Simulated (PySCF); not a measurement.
C₅H₄O₃.
SMILES with atom numbers: `[CH2:1]=[CH:2][c:3]1[cH:4][o:5][c:6](=[O:7])[o:8]1`

NICS = −σ at a ghost point: NICS(0) at the centroid of the ring atoms, NICS(1) 1 Å to either side along the normal of their mean plane, zz for the tensor component along that normal. Level: GIAO PBE0/pcSseg-1 (PySCF, non-relativistic, gas phase) on the GFN2-xTB geometry, one conformer.

Ring bond lengths (Å), with Mayer bond orders in brackets: C3–C4 1.347 (1.68), C4–O5 1.365 (0.95), O5–C6 1.357 (1.04), C6–O8 1.350 (1.06), O8–C3 1.377 (0.96).

Q: Give the NICS values of each ring in ppm.

A: 
| ring | type | NICS(0) | NICS(1), two faces | NICS(1)zz, two faces | rms pucker (Å) | centre to ring atoms, mean (Å) |
| --- | --- | --- | --- | --- | --- | --- |
| C3–C4–O5–C6–O8 | 5-membered ring with 2 O; bonds drawn aromatic by RDKit's count | -7.5 | -4.7 / -4.7 | -9.7 / -9.7 | 0.00 | 1.16 |

Q: What can be read from them?

A: 
- C3–C4–O5–C6–O8: mean NICS(1)zz -9.7 ppm, shielded. That is too small in size for a clear verdict by the NICS criterion.

Q: How equal are the bonds by HOMA? HOMA = 1 − mean of α(R − Ropt)² over the ring bonds, with Krygowski's 1993 parameters (CC: Ropt 1.388 Å, α 257.7 Å⁻²; CO: Ropt 1.265 Å, α 157.38 Å⁻²).

A: 
- C3–C4–O5–C6–O8: HOMA -0.29; the largest term is that of O8–C3, α(R − Ropt)² = 1.98.

Q: Give the inner angles of the rings and the Hirshfeld charges of the ring atoms.

A: 
- C3–C4–O5–C6–O8: C3 107.3° (+0.048 e), C4 109.0° (+0.005 e), O5 107.1° (-0.083 e), C6 108.8° (+0.259 e), O8 107.8° (-0.072 e); sum 540.0° against 540° for a flat convex ring.

Shape of the structure used: `[CH2:1]=[CH:2][c:3]1[cH:4][o:5][c:6](=[O:7])[o:8]1`: C1–C2–C3–C4 180°.
